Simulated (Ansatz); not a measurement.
Steps of a relaxation of `[NH2][Cu]` with RKS PBE-D4/def2-SVP.

```sh
$ ansatz run in.yaml --threads 2 --pin off --events-out ev --progress --plain --max-ram 32768MiB --backend cpu
```

```yaml
crystal:
  periodic: [false, false, false]
  atoms:
    - {symbol: N, position_ang: [-0.157600, -0.014700, -0.018400]}
    - {symbol: Cu, position_ang: [1.603100, -0.224200, 0.786300]}
    - {symbol: H, position_ang: [-1.132400, -0.497900, 0.064800]}
    - {symbol: H, position_ang: [-0.257600, 0.676500, -0.853000]}
basis:
  gaussian: {orbitals: def2-SVP}
hamiltonian: {xc: pbe, dispersion: d4}
relax: {f_tol: 0.03, max_steps: 200}
```

Positions (Å) and forces (eV/Å) along the path, 5 of 5 steps:

```xyz
4
step=1 energy=-46145.5254 eV
N    -0.158   -0.015   -0.018   -0.776    0.829   -0.770
Cu    1.603   -0.224    0.786   -2.202    0.029   -0.977
H    -1.132   -0.498    0.065    2.457    0.575    0.123
H    -0.258    0.676   -0.853    0.522   -1.433    1.624
4
step=2 energy=-46146.0362 eV
N    -0.206    0.139    0.090   -0.904    0.274   -0.724
Cu    1.513   -0.260    0.720   -1.134   -0.062   -0.578
H    -1.030   -0.557    0.040    1.752    0.651    0.080
H    -0.221    0.617   -0.871    0.286   -0.864    1.222
4
step=3 energy=-46146.3137 eV
N    -0.283    0.275    0.170   -0.100    0.006   -0.421
Cu    1.391   -0.292    0.637   -0.135   -0.047   -0.035
H    -0.868   -0.567    0.010   -0.018   -0.337    0.442
H    -0.185    0.524   -0.837    0.254    0.378    0.013
4
step=4 energy=-46146.3420 eV
N    -0.291    0.280    0.153   -0.150   -0.129   -0.287
Cu    1.369   -0.299    0.632    0.006   -0.031    0.013
H    -0.855   -0.593    0.043    0.125    0.111    0.123
H    -0.168    0.551   -0.848    0.018    0.048    0.150
4
step=5 energy=-46146.3447 eV
N    -0.293    0.281    0.144    0.016   -0.016   -0.012
Cu    1.364   -0.304    0.634   -0.015    0.005   -0.001
H    -0.846   -0.596    0.052    0.002    0.006    0.006
H    -0.170    0.559   -0.851   -0.003    0.005    0.007
```

Run time 7.5 s (2 threads of a server CPU on a shared host); peak host memory 0.44 GiB.
